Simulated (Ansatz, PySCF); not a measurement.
C₃H₄N₂O, SMILES N1COC=NC=1.

The structure is a stationary point at B3LYP-D3(BJ)/def2-SVP. Other conformers were not sampled.

Vertical ionisation energy (IE) and electron affinity (EA) in eV. Rows of orbital energies are one-electron estimates. Where ΔSCF, EOM or ADC give a negative EA the extra electron is unbound and the value depends on the basis.

```tsv
level	IE	EA
−ε(HOMO), −ε(LUMO), B3LYP/def2-TZVP (PySCF)	7.17	1.77
−ε(HOMO), −ε(LUMO), PBE/def2-TZVP (PySCF)	6.05	2.55
ΔSCF, PBE0/def2-SVPD (Ansatz), final states of multiplicity 2 and 2	9.58	-0.40
ΔSCF, PBE/def2-SVPD (Ansatz), final states of multiplicity 2 and 2	9.33	-0.37
```

Task: What vertical singlet–triplet gap does ΔSCF give with PBE0/def2-SVPD (Ansatz, a quantum-chemistry and plane-wave program) and with PBE/def2-SVPD (Ansatz)? (Estimate from the structure and the level; the computed values follow.)

Result: 3.41 and 3.21 eV (triplet above singlet where positive).
